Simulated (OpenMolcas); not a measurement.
Er²⁺: effect of the basis set

```
Program             : OpenMolcas
Method              : CASSCF
Active space        : 12 electrons in 7 orbitals (4f)
State averaging     : 2S+1 = 3 even, 21 roots; 2S+1 = 1 even, 28 roots (27 in the spin-orbit step)
Spin-orbit coupling : state interaction with AMFI integrals over the reference wave functions, term energies averaged over their components
```

A. ANO-R1 [7s5p3d2f], X2C, finite nucleus; cost about 15 core-seconds
B. ANO-RCC-VDZP [7s6p4d2f1g], DKH2, point nucleus; cost roughly 10 core-seconds
C. ANO-R2 [9s6p4d3f1g], X2C, finite nucleus; cost of the order of 60 core-seconds
D. ANO-RCC-VTZP [8s7p5d3f2g1h], DKH2, point nucleus; cost of the order of 70 core-seconds
E. ANO-RCC-VQZP [9s8p6d4f3g2h], DKH2, point nucleus; cost roughly 2.9 core-minutes
F. ANO-R3 [10s8p5d5f3g2h], X2C, finite nucleus; cost of the order of 2.5 core-minutes

Energies in cm-1 above 4f12 3H6, the measured ground level; measured values from Martin, Zalubas and Hagan, Atomic Energy Levels: The Rare-Earth Elements, NSRDS-NBS 60 (1978); the list in Deprince et al., Eur. Phys. J. D 78, 105 (2024).

```tsv
Level	A	B	C	D	E	F	Measured
4f12 3H6	0.0	0.0	0.0	0.0	0.0	0.0	0.0
4f12 3F4 [51 %]	6281	6291	6270	6271	6271	6271	
4f12 3H5	7035	7046	7072	7071	7072	7071	6970
4f12 3H4 [60 %]	11514	11532	11554	11552	11554	11552	10785
4f12 3F3	14418	14439	14443	14442	14444	14442	12473
4f12 3F2	15776	15799	15791	15790	15792	15790	13220
4f12 1G4 [60 %]	19042	19072	19101	19099	19102	19100	18384
4f12 1D2 [65 %]	31252	31296	31234	31234	31237	31234	
4f12 1I6	37582	37635	37553	37553	37557	37554	
4f12 3P1	41486	41544	41470	41470	41475	41471	
4f12 3P2	41878	41937	41877	41877	41882	41878	
4f12 3P0	42624	42684	42614	42613	42619	42615
```

Deviations, from unrounded energies. A percentage is the sum of absolute deviations over the sum of measured energies, with the sign that they share, or ± where signs differ.

```
                        Against measurement  Levels      A      B      C      D      E      F
             mean absolute deviation (cm-1)       5   1200   1200   1200   1200   1200   1200
      fine structure of the ground term (%)       2   +4.5   +4.6   +4.9   +4.9   +4.9   +4.9
other terms of the ground configuration (%)       3  +11.7  +11.9  +11.9  +11.9  +11.9  +11.9
```

A, B, C, D, E, F lie about equally close to measurement. The largest miss of A in the table is 4f12 3F2, by +2600 cm-1. The ranking rests on the paired levels alone, and a cruder setting can come out closer through cancelling errors.

Among A to F the level of the table that moves most is 4f12 1I6, by 82 cm-1 (lowest in C, highest in B).

Some high roots are left out of the spin-orbit mixing, which shifts the levels that they would mix with. Without dynamic correlation excited terms often stand tens of per cent too high (terms of higher spin than the ground term too low), and those without a measured partner can miss by more than the paired ones. Computed and measured levels are paired by configuration, term and J; levels that our copy of the source lacks, or whose pairing is in doubt (as where it misses far off the trend of its configuration), stay unpaired and out of the deviations. Only configurations of the active space appear.

A share in square brackets marks a mixed level and gives the weight of the term that names it, the lowest over the columns.
